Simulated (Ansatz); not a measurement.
Ansatz (an electronic-structure program) input (B2PLYP/def2-TZVPD):

Ansatz 0.2 input:
```yaml
crystal:
  periodic: [false, false, false]
  atoms:
    - {symbol: Ga, position_ang: [-0.00000000, -0.00000000, -0.40510264]}
    - {symbol: F, position_ang: [0.00000000, 0.00000000, 1.39535353]}
basis:
  gaussian:
    orbitals: def2-TZVPD
hamiltonian:
  xc: {name: B2PLYP}
magnetization: {spin_polarized: true, initial_magnetization: 2}
correlation: {electrons: outside_noble_gas}
```

End of the output:

```
integrals: 0.05 GiB planned
602 factors; integrals over basis functions are off by at most 9.6e-4 eV
mean field: 0.38 GiB planned
mean field evaluation 1: about -55076.3027 eV, gradient 2.5e1 eV
mean field evaluation 2: about -55076.3267 eV, gradient 2.5e1 eV
mean field evaluation 4: about -55078.4829 eV, gradient 2.0e0 eV
mean field evaluation 8: about -55078.5372 eV, gradient 2.4e-1 eV
mean field evaluation 16: about -55078.5383 eV, gradient 1.8e-4 eV
mean field -55078.53826258 eV, -2024.0989475758 hartree, gradient 9.3e-6 eV, S^2 2.004191; 0 other end points of the search recorded, 0 dependent functions left out
15 core orbitals not correlated, not the lowest: weight in the atoms' cores, before any rotation towards them, 0.972 or more for the frozen orbitals, at most 0.035 for the correlated occupied ones
reference -55078.53838265 eV, -2024.0989519882 hartree; 6, 4 occupied and 73, 75 virtual orbitals, 602 factors
second order -9.59224218 eV of doubles, -0.00000000 eV of singles
Total energy: -55081.12828804 eV, -2024.1941292558 hartree
```

This state (charge 0, triplet) is run at the relaxed geometry of the species with charge 0 and multiplicity 1, and is a spin state other than that species' own.
